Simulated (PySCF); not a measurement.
## From computed data to an observable: chemical shift, span and skew from a shielding tensor

hexafluorodisilane (F6Si2), SMILES F[Si](F)(F)[Si](F)(F)F. Atoms are numbered in the order given.

```xyz
8

F      1.3116    -0.7573     1.7275
Si     0.0000     0.0000     1.1622
F      0.0000     1.5145     1.7275
F     -1.3116    -0.7573     1.7275
Si     0.0000     0.0000    -1.1622
F      1.3116     0.7573    -1.7275
F      0.0000    -1.5145    -1.7275
F     -1.3116     0.7573    -1.7275
```

The structure is a stationary point at PBE-D3(BJ)/def2-SVP. The values are those of a single conformer.

GIAO shieldings from HF/pcSseg-1 in PySCF, non-relativistic, no solvent. The symmetric part of the tensor of Si2 has the principal values 448.8, 448.8, 493.7 ppm. The same nucleus in TMS has σ = 393.8 ppm at this level (PySCF, at its B3LYP-D3(BJ)/def2-TZVP geometry).

### Question
Work out the isotropic shielding, the ²⁹Si shift against TMS, the span and the skew.

### Answer

σ(iso) = (σ11 + σ22 + σ33)/3 = 463.8 ppm. δ = σ(ref) − σ(iso) = 393.8 − (463.8) = -70.0 ppm.
Span Ω = σ33 − σ11 = 44.9 ppm. Skew κ = 3(σ(iso) − σ22)/Ω = 1.00, an axial tensor. Tumbling in solution averages the tensor to δ; in a static solid the shielding alone would spread this spin-1/2 line over Ω.
